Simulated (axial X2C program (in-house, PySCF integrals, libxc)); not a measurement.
**SiTe⁻: from the spin-free to the two-component result**

All values were computed with an axial X2C code built on PySCF integrals. Spin-free means the one-electron spin-free X2C Hamiltonian; two-component (2c) means X2C with spin–orbit coupling and atomic mean-field two-electron Coulomb and Gaunt terms, so the difference of the two also holds small scalar two-electron terms. Basis: Te dyall-acv3z [12s13p9d5f1g], Si dyall-av3z [9s8p3d2f] (cores contracted in-house); Gaussian nuclei, density fitting, unrestricted open shells. Masses: Te 129.906 u, Si 27.977 u.

Spin-free state: M_S = 1/2, Λ = 1 (beyond evenly filled blocks: π+α); fragments Te- + Si.

```json
{"level": "LDA", "Re (Å)": "2.387", "ωe (cm⁻¹)": "390.7", "De (eV)": "4.336", "μ (D)": "-3.62"}
```

Dipoles are positive if Si is the positive end and refer to the centre of mass.

(1) Within this multiplet, which Ω should lie lowest by the rule for regular and inverted multiplets?

Two-component determinant lowest at the distance of the search:

Ω = 1/2 (⟨Sz⟩ = -0.50, ⟨Lz⟩ = 1.00 at LDA); fragments Te- + Si.

| level | Re (Å) | ωe (cm⁻¹) | De (eV) | μ (D) |
| --- | --- | --- | --- | --- |
| LDA | 2.391 | 387.2 | 4.206 | -3.76 |

(2) From the two tables, how do the constants change at the LDA level (2c against spin-free)?

One determinant describes the state; a PBE0 search over occupations chose it and may have missed a lower one. Dissociation energies refer to the lowest single-determinant-based atoms at the same level and basis. Density functionals use the spin component along the axis (collinear). The 2c atoms are single determinants rather than J levels; their spin–orbit lowering is only partly caught, and De is too large by that part. This holds for LDA. The functionals have no current-density term, which raises determinants with orbital currents, atoms included. The highest occupied level of some functionals is positive through self-interaction error; at Hartree–Fock it is bound.

Results:

(1) The open π shell holds one electron, so the multiplet is regular: Ω = Λ − 1/2 = 1/2. The PBE0 2c search agrees.

(2) At the LDA level Re rises by 0.004 Å and ωe goes down by 3.5 cm⁻¹; De is not compared, since the atomic limits differ or miss part of their spin–orbit lowering.
